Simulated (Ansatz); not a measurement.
`CC/C=C\Br` + H₂ → `C=CBr` + `CC` at 600 K and 1 bar (hydrogenolysis of a C–C bond).

Computed with Ansatz on PBE0-D4/def2-TZVP structures; ΔE is electronic, products minus reactants. CCSD(T)/CBS adds triple-zeta CCSD(T) − MP2 to the extrapolated MP2 energy (def2 sets, frozen cores). This one scheme is used for every species. For Br outer-core shells are correlated without core-valence functions, which leaves a few kJ/mol of doubt a bond. Scalar relativity is left out up to krypton. One conformer a species, not always the lowest.

```tsv
species	CCSD(T)/CBS energy (Eh)	H − E (kJ/mol)	S (J/(mol·K))
`CC/C=C\Br`	-2729.72518	319.1	432.4
H₂	-1.17544	43.9	150.8
`C=CBr`	-2651.19815	143.8	322.4
`CC`	-79.71954	228.8	274.9
```

H − E and S are ideal-gas, rigid-rotor, harmonic terms from PBE0-D4/def2-TZVP, for one conformer and one mirror image of each species. The MP2-based limit puts H₂ 0.8 mEh under its directly extrapolated value; such offsets cancel only in part. 1 Eh = 2625.50 kJ/mol, R = 8.31446 J/(mol·K).

Problem. By hand: ΔE, ΔH, ΔS and ΔG.

Solution. ΔE = (-2651.19815) + (-79.71954) − (-2729.72518) − (-1.17544) = -0.01707 Eh = -44.8 kJ/mol. Δ(H − E) = 143.8 + 228.8 − 319.1 − 43.9 = 9.6, so ΔH = -35.2 kJ/mol. ΔS = 322.4 + 274.9 − 432.4 − 150.8 = 14.1 J/(mol·K). ΔG = -35.2 − 600 × (14.1)/1000 = -43.7 kJ/mol.

Problem. By hand: the equilibrium constant, and the temperature at which ΔG would vanish if ΔH and ΔS stayed fixed.

Solution. log₁₀ K = −ΔG/(RT ln 10) = 3.8. ΔH and −TΔS have one sign here, so there is no such temperature.

The number of gas molecules stays the same, so ΔS is small and ΔH decides. A doubt of 5 kJ/mol in ΔE shifts log₁₀ K by 0.4 here. Other conformers and mirror images would add mixing entropy, several J/(mol·K) or more a flexible species. Modes under 60 cm⁻¹, often nearly free rotors, make the harmonic entropy too high. These are equilibria of isolated gas molecules and say nothing of rates. Largest T1 diagnostic: 0.009 (customary marks: 0.02 for closed shells, 0.045 for open ones).
